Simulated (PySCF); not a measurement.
# Telling isomers of C2H7BO apart by NMR

Computed data (PySCF): geometry from PBE0-D3(BJ)/def2-SVP, J: B3LYP/pcJ-1 (spin–dipole term left out of most H,H and C,H couplings), GIAO PBE0/pcSseg-1 shieldings. No solvent model, one computed conformer, non-relativistic Hamiltonian, averaged over atoms made equivalent by symmetry, fast rotation or ring inversion.

δ = σ(ref) − σ, references computed at the same level: $^{1}$H (σ = 31.27 ppm) and $^{13}$C (σ = 184.41 ppm) against TMS. Multiplet labels drop J under 1 Hz and among equivalent protons, and merge close values. Unscaled 3J(H,H) run several per cent high. Vicinal couplings that depend on rotamer populations or ring flexing (ring, CH–CH, X–H and H–F types) are those of the one conformer. Couplings to H on boron are left out. Carbons bonded to boron are broad in practice. Shifts are as computed. Against solution values, carbons near 30 ppm lie about +2 ppm off and those near 130 ppm about +5 ppm. Of 1211 compounds with measured shifts, 218 miss one by over three times the rms of a fit or turn the order of signals round; such compounds aren't used in these exercises.

(1) Tabulate the signals of `CBOC`, `BCOC` and their relative energies.

(2) What is the quickest way to tell CBOC from BCOC?

Answers

(1) 
```tsv
SMILES	carbon types	δC	δH	E rel. (kcal/mol)
CBOC	2×CH3	62.4, 7.5	5.21 (br, 1H), 3.98 (s, 3H), 0.45 (s, 3H)	0.0
BCOC	1×CH2 1×CH3	80.0, 61.5	7.62 (br, 2H), 3.82 (s, 2H), 3.26 (s, 3H)	57.4
```

Energies are electronic energies at PBE0/pcSseg-1 on these geometries, without zero-point or thermal terms, each for the one conformer computed, which needn't be the lowest.

(2) Both give the same number of carbon signals, but DEPT or the intensities differ. The first has a methyl carbon bonded to B (CH3) at 7.5 ppm, the second an sp3 CH2 bonded to B and O at 80.0 ppm. Their most deshielded carbons lie at 62.4 and 80.0 ppm. In the proton spectra the most deshielded non-exchanging signals are 5.21 (br, 1H) and 7.62 (br, 2H).
